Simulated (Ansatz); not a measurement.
Basis sets compared for B(OCMe2)Cl3 (C3H6BCl3O). Charge 0, multiplicity 1. Geometry B3LYP-D4/def2-SVP. Ansatz on 2 threads of AMD EPYC 7R13 on a shared host and a share (18 GiB) of an NVIDIA H100 80GB HBM3; times are rough, and most runs start from earlier orbitals.

```xyz
14

B    -0.881   -1.774    0.811
O    -0.396   -0.259    0.893
C     0.147    0.482    0.052
C     0.460    1.874    0.483
C     0.481    0.040   -1.325
H     1.536    2.067    0.338
H    -0.076    2.581   -0.174
H     0.176    2.037    1.529
H    -0.441   -0.328   -1.804
H     1.135   -0.846   -1.254
H     0.950    0.838   -1.913
Cl    0.625   -2.773    0.437
Cl   -2.147   -1.833   -0.531
Cl   -1.568   -2.104    2.457
```

B3LYP takes the VWN-RPA correlation.

Binding counts from free atoms (B doublet, O triplet, C triplet, H doublet, Cl doublet) in the same basis, without a counterpoise term.

| level | functions | energy (Eh) | HOMO (eV) | LUMO (eV) | binding per atom (eV) | wall time |
| --- | --- | --- | --- | --- | --- | --- |
| HF/STO-3G | 58 | -1577.8247 | -9.57 | 3.58 | 3.60 | 0.45 s |
| HF/6-31G | 96 | -1595.0646 | -11.22 | 1.11 | 2.75 | 1.2 s |
| PBE-D4/def2-SVP | 154 | -1597.3260 | -6.13 | -3.66 | 4.26 | 2.4 s |
| B3LYP-D4/6-31G | 96 | -1598.6404 | -7.55 | -3.15 | 3.89 | 2.4 s |
| PBE0-D4/def2-SVP | 154 | -1597.4641 | -7.57 | -2.71 | 4.18 | 4.1 s |

(1) Estimate the rows for PBE-D4/def2-TZVP, B3LYP-D4/def2-TZVP, PBE0-D4/def2-TZVP.

Answers

(1) 
```tsv
level	functions	energy (Eh)	HOMO (eV)	LUMO (eV)	binding per atom (eV)	wall time
PBE-D4/def2-TZVP	302	-1598.0389	-6.43	-3.76	4.20	10 s
B3LYP-D4/def2-TZVP	302	-1598.9389	-7.52	-2.99	4.06	9.5 s
PBE0-D4/def2-TZVP	302	-1598.1685	-7.80	-2.74	4.11	9 s
```
